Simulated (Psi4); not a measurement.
H2Cl2Si, charge +1, doublet, geometry from GFN2-xTB (a state made from the parent by changing its charge; the spin is typed, not shown lowest), with bond 3-1 at 2.0 times its length. Base run: M06-2X/STO-3G in Psi4.

The Psi4 input:
```
memory 2 GB

molecule mol {
1 2
  Si   -0.025752   -0.649818    0.028474
  Cl    1.719951    0.296960    0.031048
  Cl   -3.356687    1.505880   -0.154108
  H    -0.093101   -1.563016    1.200824
  H    -0.034800   -1.664367   -1.059403
}

set basis sto-3g
set reference uks

energy('m06-2x')
print_variables()
```

The base run was repeated with changes; each row names its change, and settings that it needs were set with it.

```csv
change,ΔE vs base (µEh),SCF cycles,grid points,basis functions
base,0.0,20,104200,29
dft_spherical_points = 194,-94.0,20,67352,29
dft_spherical_points = 110,-143,21,38271,29
d_convergence = 1e-4,0.2,16,104200,29
dft_radial_scheme = multiexp,-386,20,112357,29
ints_tolerance = 1e-8,0.0,20,104200,29
cholesky_tolerance = 1e-3 (with scf_type cd),3380,19,104200,29
scf_initial_accelerator = ediis,0.0,20,104200,29
level_shift = 1.0,-33.3,28,104200,29
e_convergence = 1e-10,-0.1,23,104200,29
guess = gwh,-33.3,14,104200,29
diis_max_vecs = 15,0.0,20,104200,29
dft_radial_scheme = mura,-625,20,107358,29
```

Open shells are given as the SCF converged; they aren't shown to be the lowest states, and a large step between rows can be another state.
